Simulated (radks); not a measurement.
Spherical quantum dot in the effective-mass picture: electrons in a parabolic well V = omega^2 r^2 / 2 with omega = 0.788, with a point charge +2 (a donor) at the centre, all in effective atomic units (hartree* = m*/eps^2 hartree, bohr* = eps/m* bohr), one dielectric constant everywhere. Calculated with a radial shooting solver with Libxc functionals: non-relativistic Kohn-Sham, LDA (Slater exchange, Perdew-Wang correlation), spin-polarised, spherical densities. Levels are named by radial order and angular momentum (1s, 1p, 1d, 2s, ...), and open shells are averaged over m. Results are scaled to m* = 0.374 and eps = 11.4, for which hartree* = 78.31 meV and bohr* = 1.613 nm.

N = 18, configuration 1s2 1p6 1d(up 5, down 3) 2s2. This is the lowest configuration that the search found. Occupied and some empty levels:

level,occupation,eigenvalue (meV),<r> (nm)
1s up,1,544.52,1.606
1s down,1,545.11,1.588
1p up,3,614.79,3.561
1p down,3,616.80,3.553
2s up,1,622.24,3.654
2s down,1,624.07,3.666
1d up,5,651.19,4.200
1d down,3,653.33,4.204
1f up,0,689.09,4.641
1f down,0,691.13,4.650
2p up,0,692.74,3.995
2p down,0,694.10,4.001
1g up,0,729.59,5.004
1g down,0,731.47,5.016

Energy (meV): total 6410.54, kinetic 1182.5, external 800.22, Hartree 5018.0, exchange-correlation -590.17.

Electron density:

r (nm),n(r) (e/nm^3)
0.156,0.7553
0.547,0.2985
0.938,0.1279
1.33,0.06399
1.72,0.04182
2.11,0.03612
2.50,0.03610
2.89,0.03667
3.28,0.03555
3.67,0.03207
4.07,0.02655
4.46,0.02006
4.85,0.01371
5.24,0.008453
5.63,0.004681
6.02,0.002315
6.41,0.001027
6.80,0.0004058
7.19,0.0001438
7.59,0.00004552
